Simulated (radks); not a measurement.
Question: The mean radii <r> (bohr) of the occupied orbitals of an atom or ion are listed with their occupations. Calculated with a radial shooting solver on a logarithmic mesh with Libxc functionals: non-relativistic Kohn-Sham, LDA (Slater exchange, Perdew-Wang correlation), spin-unpolarised, spherical densities, point nucleus.

| orbital | occ. | <r> |
|---|---|---|
| 1s | 2 | 0.02487 |
| 2s | 2 | 0.1036 |
| 2p | 5 | 0.08764 |

Name the element and its charge.

Answer: Z = 61, promethium, charge +52: Pm52+ in [He] 2s2 2p5. The 1s radius gives Z: for a bare nucleus <r> = 1.5/Z, 0.02459 bohr for Z = 61, and screening makes it slightly larger (0.02487 here). The occupations add up to 9, and the charge is Z minus that.
